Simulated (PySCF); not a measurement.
Vertical excitations of a molecule C3H7BF2 from PySCF 2.14.0 with TDDFT-PBE0/def2-SVPD, as energy in eV (oscillator strength): 7.53 (0.004), 8.27 (0.004), 8.52 (0.015), 8.57 (0.025), 9.27 (0.009), 9.28 (0.000), 9.30 (0.123), 9.32 (0.013), 9.48 (0.049), 9.57 (0.001). Lowest triplet (TDA): 6.76 eV. Geometry optimised at PBE0-D3(BJ)/def2-SVP. One conformer was computed; it need not be the lowest.

Task: Identify the compound among the candidates.
A. CC(C)B(F)F
B. CCB(F)CF
C. CCCB(F)F
D. CB(F)[C@H](C)F

Result: A, CC(C)B(F)F
